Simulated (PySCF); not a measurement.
Job file and geometry (Å, from GFN2-xTB) of an NMR shielding run on `CCC[SiH]1O[SiH2]O[SiH2]O1`, C3H12O3Si3, GIAO PBE0/pcSseg-1 NMR shielding, non-relativistic, gas phase (PySCF); density fitting, a coarse starting grid and PySCF grid level 2 are the driver's defaults:

```
{"job": {"kind": "nmr", "xc": "PBE0", "basis": "pcSseg-1"}, "charge": 0, "multiplicity": 1}
C      2.735603    -0.636288    -0.273532
C      2.487602     0.659521     0.485326
C      1.093460     1.224198     0.222177
Si    -0.287051     0.088321     0.835269
O     -0.603923    -1.080400    -0.255741
Si    -1.996022    -1.523413    -0.966438
O     -3.185387    -0.548208    -0.445256
Si    -3.156520     0.730428     0.557506
O     -1.632227     0.984480     1.050954
H      3.731026    -1.021837    -0.062551
H      2.001933    -1.385100     0.010856
H      2.649699    -0.469049    -1.344747
H      2.601815     0.480301     1.556061
H      3.240726     1.396468     0.191960
H      0.988164     1.417749    -0.847811
H      1.005362     2.187698     0.725802
H     -0.060450    -0.603449     2.101455
H     -1.832141    -1.281731    -2.391197
H     -2.314449    -2.861541    -0.496380
H     -3.941117     0.363750     1.725054
H     -3.535022     1.895044    -0.224536
```

Question: Write the output of this run.

Answer: 
```
coarse grid: 18832 points
cycle   1  E = -1214.7781904539  dE =  1.333e+00  |g| = 1.249e+00  |ddm| = 4.249e+00
cycle   2  E = -1214.4485845119  dE =  3.296e-01  |g| = 1.824e+00  |ddm| = 2.353e+00
cycle   3  E = -1215.0503988076  dE = -6.018e-01  |g| = 1.052e-01  |ddm| = 1.611e+00
cycle   4  E = -1215.0522518659  dE = -1.853e-03  |g| = 5.017e-02  |ddm| = 1.381e-01
cycle   5  E = -1215.0528605086  dE = -6.086e-04  |g| = 9.228e-03  |ddm| = 4.664e-02
cycle   6  E = -1215.0528793630  dE = -1.885e-05  |g| = 1.939e-03  |ddm| = 1.067e-02
cycle   7  E = -1215.0528799412  dE = -5.783e-07  |g| = 1.031e-03  |ddm| = 1.944e-03
final grid: 167496 points
cycle   8  E = -1215.1358083136  dE = -2.525e-05  |g| = 1.282e-02  |ddm| = 2.429e-02
cycle   9  E = -1215.1357779567  dE =  3.036e-05  |g| = 1.808e-02  |ddm| = 2.164e-02
cycle  10  E = -1215.1358398386  dE = -6.188e-05  |g| = 9.773e-04  |ddm| = 1.308e-02
cycle  11  E = -1215.1358400326  dE = -1.940e-07  |g| = 1.990e-04  |ddm| = 8.770e-04
cycle  12  E = -1215.1358400413  dE = -8.659e-09  |g| = 5.536e-05  |ddm| = 1.980e-04
cycle  13  E = -1215.1358400417  dE = -4.277e-10  |g| = 2.771e-05  |ddm| = 5.568e-05
converged SCF energy = -1215.1358400417

GIAO shielding tensors (ppm)
atom      isotropic    diamagn.    paramagn.     s11        s22        s33       span
  0 C      167.962     249.327     -81.365    157.137    163.273    183.475     26.338
  1 C      166.989     247.373     -80.383    160.690    168.545    171.733     11.043
  2 C      163.503     257.589     -94.086    152.872    161.892    175.746     22.874
  3 Si     369.668     883.362    -513.694    338.533    346.129    424.340     85.807
  4 O      235.545     404.622    -169.077    185.000    222.113    299.521    114.521
  5 Si     389.243     881.912    -492.669    378.461    381.756    407.510     29.049
  6 O      249.752     404.410    -154.658    193.927    224.480    330.850    136.923
  7 Si     388.552     881.465    -492.912    378.358    381.188    406.111     27.754
  8 O      238.513     404.098    -165.585    189.816    222.202    303.521    113.705
  9 H       30.486      28.259       2.227     25.814     27.515     38.130     12.316
 10 H       30.545      32.440      -1.895     25.559     30.867     35.209      9.650
 11 H       30.794      31.530      -0.736     27.439     28.800     36.143      8.704
 12 H       30.232      30.964      -0.731     25.934     28.825     35.938     10.004
 13 H       29.992      29.463       0.529     24.386     28.451     37.138     12.753
 14 H       30.791      35.554      -4.763     27.242     30.143     34.988      7.746
 15 H       30.594      33.091      -2.498     25.267     29.960     36.555     11.288
 16 H       26.473      31.768      -5.295     23.146     24.702     31.571      8.424
 17 H       26.505      30.808      -4.303     22.863     24.417     32.234      9.371
 18 H       26.518      29.213      -2.695     22.857     24.111     32.586      9.729
 19 H       26.509      28.265      -1.756     22.974     23.922     32.631      9.657
 20 H       26.572      29.548      -2.976     23.106     24.098     32.513      9.407
```

Question: Turn these shieldings into chemical shifts. Chemical shifts δ = σref − σ; $^{13}$C (σref 186.93), $^{29}$Si (σref 349.16), $^{1}$H (σref 31.72) against TMS; $^{17}$O (σref 336.08) vs H2O, all at this level.

Answer: Averaging equivalent atoms: C 2: 23.4; C 1: 19.9; C 0: 19.0; Si 3: -20.5; Si 5/7: -39.7; O 4/8: 99.0; O 6: 86.3; H 16: 5.24; H 18/19: 5.20; H 17/20: 5.18; H 12/13: 1.60; H 9/10/11: 1.11; H 14/15: 1.02 ppm. Experimental scales use liquid or dissolved standards, which lie at an offset from isolated H2O (liquid H2O: subtract about 36 ppm).

Size and cost of the density-fitted run: 234 basis functions, 52 s wall time on 1 thread of an x86-64 server CPU, shared host.
